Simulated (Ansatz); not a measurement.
Geometry optimisation, RKS B3LYP/def2-SVP in Ansatz.

Input:

```yaml
crystal:
  periodic: [false, false, false]
  atoms:
    - { symbol: Zn, position_ang: [0.0, 0.0, 0.0] }
    - { symbol: C, position_ang: [0.0, 0.0, 1.98] }
    - { symbol: H, position_ang: [-0.9996, -0.3092, 2.3505] }
    - { symbol: H, position_ang: [0.7676, -0.7111, 2.3505] }
    - { symbol: H, position_ang: [0.232, 1.0203, 2.3505] }
    - { symbol: C, position_ang: [0.0, 0.0, -1.98] }
    - { symbol: H, position_ang: [0.2799, -1.0082, -2.3505] }
    - { symbol: H, position_ang: [-1.0131, 0.2617, -2.3505] }
    - { symbol: H, position_ang: [0.7332, 0.7465, -2.3505] }
basis:
  gaussian: { orbitals: def2-SVP }
hamiltonian:
  xc: b3lyp
relax:
  f_tol: 0.02
  max_steps: 40
```

Launched with:

```bash
$ ansatz run input.yaml --threads 1 --pin off --max-ram 2048MiB --backend cpu --events-out ev --progress --plain --runs-dir out
```

Problem. Where does it end, and by what steps?

Solution. The forces met the threshold. After 3 steps the energy has fallen by 0.026 eV; C6 moved furthest, 0.02 Å.

```
step  energy less start (eV)  largest force component (eV/Å)  accepted
   0                  0.0000                           0.341       yes
   1                 -0.0235                           0.160       yes
   2                 -0.0255                           0.042       yes
   3                 -0.0260                           0.011       yes
```

```xyz
9
Properties=species:S:1:pos:R:3
Zn 0.000 0.000 0.000
C 0.000 0.000 1.957
H -0.983 -0.302 2.358
H 0.752 -0.700 2.358
H 0.230 1.002 2.358
C 0.000 0.000 -1.957
H 0.277 -0.990 -2.358
H -0.996 0.255 -2.358
H 0.719 0.735 -2.358
```

Whether the end is a true minimum wasn't checked by a vibrational analysis.

Time of the run: 18 s on 1 thread of Arm Neoverse V1 (shared host), peak memory 0.18 GiB.
